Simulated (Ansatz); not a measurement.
Species: sum formula SiNH₂Cl₃, net charge 0, singlet state. SMILES: N[Si](Cl)(Cl)Cl
Coordinates optimised at B3LYP-D3(BJ)/def2-TZVP (Ansatz, a program for electronic structure):
```xyz
7

Si     0.2708     0.0417     0.0361
Cl    -0.1595    -1.3078    -1.4515
Cl    -0.5275    -0.7021     1.7626
Cl    -0.6134     1.8065    -0.4882
N      1.9125     0.3281     0.2928
H      2.4852    -0.3360     0.7888
H      2.4424     0.9139    -0.3326
```
Charge 0, spin multiplicity 1.

Computed values are from Ansatz. Correlated levels leave the core frozen unless marked. Open shells are spin-unrestricted. No spin-orbit coupling. Non-relativistic. CBS(X,Y): correlation extrapolated as X^-3; Hartree-Fock from the larger set. The bracket is a focal-point correction in the basis named.

Task: What is the dipole moment at CCSD(T)/aug-cc-pV(D+d)Z?

Result: 2.37 D.

Task: What is the T1 diagnostic at CCSD/aug-cc-pV(T+d)Z?

Result: 0.009.

Task: What is the atomisation energy De at RI-MP2/CBS(aug-cc-pV(T+d)Z,aug-cc-pV(Q+d)Z)+[CCSD(T)-MP2]/aug-cc-pV(T+d)Z?

Result: 2400.3 kJ/mol.

Task: What is the total energy at RI-MP2/CBS(aug-cc-pV(T+d)Z,aug-cc-pV(Q+d)Z)+[CCSD(T)-MP2]/aug-cc-pV(T+d)Z?

Result: -1724.5092 Eh.
